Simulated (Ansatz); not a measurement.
Relaxation of BH7N2SSi (12 atoms, charge 0, multiplicity 1), to a largest force component of 0.015 eV/Å in at most 40 steps.

Computed with Ansatz 0.2.0, RKS B3LYP-D4/def2-SVP.

```xyz
12
Properties=species:S:1:pos:R:3:forces:R:3
N -1.745 0.216 0.510 -1.11 2.78 0.06
Si -0.192 -0.533 0.541 0.91 0.80 0.53
N 1.004 0.627 1.134 -0.51 0.42 2.16
B 0.371 -1.098 -1.248 -0.43 0.51 -0.50
S 0.461 0.148 -2.645 1.66 0.18 0.29
H -1.999 0.596 1.470 0.14 -0.74 -1.32
H -1.665 1.124 -0.081 -0.34 -1.92 0.97
H -0.204 -1.681 1.427 -0.12 -0.50 0.68
H 0.722 0.952 2.135 0.85 -0.60 -2.11
H 0.999 1.465 0.550 0.14 0.04 0.05
H 0.490 -2.252 -1.439 0.31 -0.76 -0.49
H 1.837 0.381 -2.318 -1.52 -0.21 -0.32
```

Problem. Where does it end, and by what steps?

Solution. It converged. After 22 steps the energy has fallen by 1.539 eV; H12 moved furthest, 1.52 Å.

```csv
step,energy less start (eV),largest force component (eV/Å),accepted
0,0.0000,2.782,yes
1,-0.4703,1.318,yes
2,-0.6023,0.497,yes
3,-0.7125,0.384,yes
4,-0.8885,0.823,yes
5,-1.1165,1.074,yes
6,-1.3527,1.035,yes
7,-1.4262,1.399,yes
8,-1.5114,0.320,yes
9,-1.4421,1.262,no
10,-1.5225,0.322,yes
11,-1.5335,0.062,yes
12,-1.5349,0.095,yes
13,-1.5360,0.063,yes
14,-1.5374,0.039,yes
15,-1.5378,0.060,yes
16,-1.5382,0.039,yes
17,-1.5384,0.035,yes
18,-1.5385,0.032,yes
19,-1.5387,0.027,yes
20,-1.5388,0.031,yes
21,-1.5389,0.029,yes
22,-1.5389,0.013,yes
```

```xyz
12
Properties=species:S:1:pos:R:3
N -1.695 0.322 0.344
Si -0.150 -0.442 0.616
N 1.204 0.488 1.203
B 0.420 -1.146 -1.177
S 0.771 -0.089 -2.572
H -2.304 0.585 1.114
H -1.843 0.930 -0.456
H -0.410 -1.448 1.685
H 1.269 0.789 2.171
H 1.702 1.130 0.593
H 0.563 -2.311 -1.451
H 0.549 1.137 -2.034
```

Time of the run: 93 s on 2 threads of Arm Neoverse V1 (shared host), peak memory 0.26 GiB.
